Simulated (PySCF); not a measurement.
Compound: C₂H₈N₂OSi.
SMILES: `C[Si@@H](N)NC=O`

Level of theory: PySCF 2.14.0, density-fitted response routines, TDDFT CAM-B3LYP/def2-SVPD, vertical, gas phase, core orbitals frozen in the response. Geometry: GFN2-xTB, one conformer, isolated molecule. Torsions of this conformer, `[CH3:1][Si@@H:2]([NH2:3])[NH:4][CH:5]=[O:6]`: C1–Si2–N4–C5 65°, Si2–N4–C5–O6 2°, H–N3–Si2–C1 175°, H–N3–Si2–C1 -50°.

Computed singlets with f of 0.002 or more:

```
state  E (eV)       f
   S2    6.65   0.024
   S3    7.19   0.081
   S4    7.31  0.0083
   S5    7.50   0.068
   S6    7.67   0.056
   S7    7.78  0.0066
   S8    8.06   0.022
```

Q: Give A, τ, |μ| and ∫σ dE for each state.

A: A / s⁻¹ = 0.6670 f (ν̃ / cm⁻¹)² and τ = 1/A in vacuum; |μ| follows from f = (2/3) ΔE |μ|² (atomic units, 1 au = 2.5417 D); ∫σ dE = 109.76 f Mb·eV.

```
state  A (s⁻¹)       τ  |μ| (D)  ∫σ dE (Mb·eV)
   S2  4.6×10⁷   22 ns     0.98            2.6
   S3  1.8×10⁸  5.5 ns     1.73            8.9
   S4  1.9×10⁷   52 ns     0.55           0.91
   S5  1.7×10⁸    6 ns     1.55            7.5
   S6  1.4×10⁸    7 ns     1.39            6.2
   S7  1.7×10⁷   57 ns     0.47           0.73
   S8  6.1×10⁷   16 ns     0.84            2.4
```

Only emission to the ground state at the vertical energy is counted.

Q: Which computed singlets stay under f = 0.002?

A: S1 (5.65 eV, f 0.0008).

Q: Suppose S2 emitted 0.3 eV lower with the same transition dipole. How would A change?

A: At fixed |μ|, A goes as the cube of the energy: (6.35/6.65)³ = 0.87, which makes τ about 25 ns.

Q: What is the integrated cross-section of all computed states together?

A: Σf = 0.267 over S1 to S8, so 109.76 × Σf ≈ 29.3 Mb·eV.
